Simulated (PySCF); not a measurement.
## SMILES CC(=O)c1cccc[o+]1, [C$_{7}$H$_{7}$O$_{2}$]+, charge +1

Molfile (atoms numbered from 1):
```
C7H7O2
     RDKit          3D

 16 16  0  0  0  0  0  0  0  0999 V2000
   -2.5901    0.5089   -0.4282 C   0  0  0  0  0  0  0  0  0  0  0  0
   -1.7356   -0.3817    0.3963 C   0  0  0  0  0  0  0  0  0  0  0  0
   -2.0949   -1.2039    1.1872 O   0  0  0  0  0  0  0  0  0  0  0  0
   -0.2222   -0.2027    0.1941 C   0  0  0  0  0  0  0  0  0  0  0  0
    0.6881   -0.9125    0.9646 C   0  0  0  0  0  0  0  0  0  0  0  0
    2.0468   -0.7155    0.7410 C   0  0  0  0  0  0  0  0  0  0  0  0
    2.4400    0.1784   -0.2572 C   0  0  0  0  0  0  0  0  0  0  0  0
    1.4561    0.8312   -0.9687 C   0  0  0  0  0  0  0  0  0  0  0  0
    0.1825    0.6372   -0.7332 O   0  0  0  0  0  0  0  0  0  0  0  0
   -2.3867    0.3622   -1.4879 H   0  0  0  0  0  0  0  0  0  0  0  0
   -2.3819    1.5522   -0.1934 H   0  0  0  0  0  0  0  0  0  0  0  0
   -3.6371    0.2974   -0.2273 H   0  0  0  0  0  0  0  0  0  0  0  0
    0.3118   -1.5961    1.7131 H   0  0  0  0  0  0  0  0  0  0  0  0
    2.7829   -1.2466    1.3270 H   0  0  0  0  0  0  0  0  0  0  0  0
    3.4808    0.3591   -0.4749 H   0  0  0  0  0  0  0  0  0  0  0  0
    1.6519    1.5412   -1.7639 H   0  0  0  0  0  0  0  0  0  0  0  0
  1  2  1  0
  2  3  2  0
  2  4  1  0
  4  5  2  0
  5  6  1  0
  6  7  2  0
  7  8  1  0
  8  9  2  0
  9  4  1  0
  1 10  1  0
  1 11  1  0
  1 12  1  0
  5 13  1  0
  6 14  1  0
  7 15  1  0
  8 16  1  0
M  CHG  1   9   1
M  END
```

Theory: TDDFT PBE0/def2-SVPD excited states, vertical, gas phase in PySCF 2.14.0. Geometry: GFN2-xTB.

Question: Give the one- and two-photon strengths of the lowest singlets.

Answer: δ for parallel linear polarisation; σ at the peak of a Lorentzian of half width 0.1 eV, single beam; Ω is circular over linear.
| state | E (eV) | f | photon λ (nm) | δ (au) | σ (GM) | Ω | main |
| --- | --- | --- | --- | --- | --- | --- | --- |
| S1 | 2.71 | 0.000 | 915 | 3.93 | 0.01 | 0.78 | HOMO→LUMO 0.94 |
| S2 | 4.22 | 0.000 | 587 | 4.85 | 0.03 | 0.67 | HOMO→LUMO+1 0.91 |
| S3 | 4.97 | 0.248 | 499 | 4.71 | 0.04 | 1.11 | HOMO−1→LUMO 0.95 |
| S4 | 5.80 | 0.003 | 428 | 162 | 1.99 | 0.90 | HOMO−2→LUMO 0.53, HOMO−3→LUMO 0.28 |
| S5 | 5.83 | 0.002 | 425 | 144 | 1.80 | 0.87 | HOMO−3→LUMO 0.43, HOMO−2→LUMO 0.34 |

Among these, the strongest one-photon state is S3, the strongest two-photon state S4.
